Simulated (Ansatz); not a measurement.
Compare A (`C[O][InH][C]#N`) with its isomer B (`[CH]1=NC[O][InH]1`).

Isolated molecules relaxed with PBE0-D4/def2-TZVP in Ansatz; ΔE leaves out vibrations. CCSD(T)/CBS adds triple-zeta CCSD(T) − MP2 to the extrapolated MP2 energy (def2 sets, frozen cores). Functionals use def2-TZVPP. B3LYP here is the variant with VWN-RPA as its local correlation; programs differ in this. def2 core potentials past Kr. For In outer-core shells are correlated without core-valence functions, which leaves a few kJ/mol of doubt a bond. Each species was taken in one conformer, which may not be the lowest.

**Question.** Which isomer does CCSD(T)/CBS put lower? Give the gap. (An estimate is asked.)

**Answer.** Ansatz gave: A, by 10.2 kcal/mol.

**Question.** Give E(B) − E(A) in kcal/mol with MP2/def2-TZVPP, B3LYP-D4, HF/def2-TZVPP, B3LYP, PBE-D4, B2PLYP, ωB97M-V. (Estimate.)

**Answer.** The calculation gave: MP2/def2-TZVPP 12.6, B3LYP-D4 7.6, HF/def2-TZVPP 22.3, B3LYP 8.9, PBE-D4 0.0, B2PLYP 11.2, ωB97M-V 9.8. None reverses the order clearly.

Largest T1 diagnostic: 0.019.

In def2-TZVPP, CCSD(T) changes the Hartree–Fock value by −10.5 kcal/mol (the triples alone add −1.8 kcal/mol) and MP2 by −9.7 kcal/mol. The D4 term adds −1.4 kcal/mol with B3LYP and −0.6 kcal/mol with PBE0; it sums over pairs of atoms, weighted by their polarisabilities, and B3LYP, whose exchange is more repulsive, gets the larger term.
